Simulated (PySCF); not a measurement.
**The first ionisation energy along the 5p block**

Calculated with PySCF 2.14 from differences of total energies of unrestricted determinants, without spin-orbit coupling. Values in eV. The last column holds reference values (NIST; (s) semi-empirical, (t) theoretical, else measured). Unmarked ones compare directly (S terms, centres of terms, or small fine structure); those marked * lie between the lowest fine-structure levels and include a spin-orbit shift.

```json
{"element": "In (cc-pVTZ-PP with ECP28MDF, ECP)", "configurations": "[Kr] 4d10 5s2 5p1 → [Kr] 4d10 5s2", "UHF": "5.213", "MP2 (valence)": "5.394", "SCS-MP2 (valence)": "5.378", "CCSD (valence)": "5.451", "CCSD(T) (valence)": "5.472", "reference": "5.603"}
{"element": "Sn (cc-pVTZ-PP with ECP28MDF, ECP)", "configurations": "[Kr] 4d10 5s2 5p2 → [Kr] 4d10 5s2 5p1", "UHF": "6.857", "MP2 (valence)": "7.154", "SCS-MP2 (valence)": "7.090", "CCSD (valence)": "7.185", "CCSD(T) (valence)": "7.210", "reference": "7.389"}
{"element": "Sb (cc-pVTZ-PP with ECP28MDF, ECP)", "configurations": "[Kr] 4d10 5s2 5p3 → [Kr] 4d10 5s2 5p2", "UHF": "8.597", "MP2 (valence)": "9.000", "SCS-MP2 (valence)": "8.878", "CCSD (valence)": "8.983", "CCSD(T) (valence)": "9.012", "reference": "9.124"}
{"element": "Te (cc-pVTZ-PP with ECP28MDF, ECP)", "configurations": "[Kr] 4d10 5s2 5p4 → [Kr] 4d10 5s2 5p3", "UHF": "7.746", "MP2 (valence)": "8.342", "SCS-MP2 (valence)": "8.399", "CCSD (valence)": "8.466", "CCSD(T) (valence)": "8.492", "reference": "8.749"}
{"element": "I (cc-pVTZ-PP with ECP28MDF, ECP)", "configurations": "[Kr] 4d10 5s2 5p5 → [Kr] 4d10 5s2 5p4", "UHF": "9.574", "MP2 (valence)": "10.277", "SCS-MP2 (valence)": "10.277", "CCSD (valence)": "10.297", "CCSD(T) (valence)": "10.327", "reference": "10.519"}
```

```tsv
method	elements	mean error (eV)	mean absolute error (eV)	largest error (eV)
UHF	5	-0.680	0.680	-1.003
MP2 (valence)	5	-0.243	0.243	-0.407
SCS-MP2 (valence)	5	-0.272	0.272	-0.349
CCSD (valence)	5	-0.200	0.200	-0.283
CCSD(T) (valence)	5	-0.175	0.175	-0.257
```

Errors include the incompleteness of the basis and the frozen core.

"Valence" correlates the outer s and p shells and, in groups 3 to 12 and the f block, the outer d or f shell, open or full, or the next shell where the ion has no valence electron left; the wider scheme adds the next inner shell.
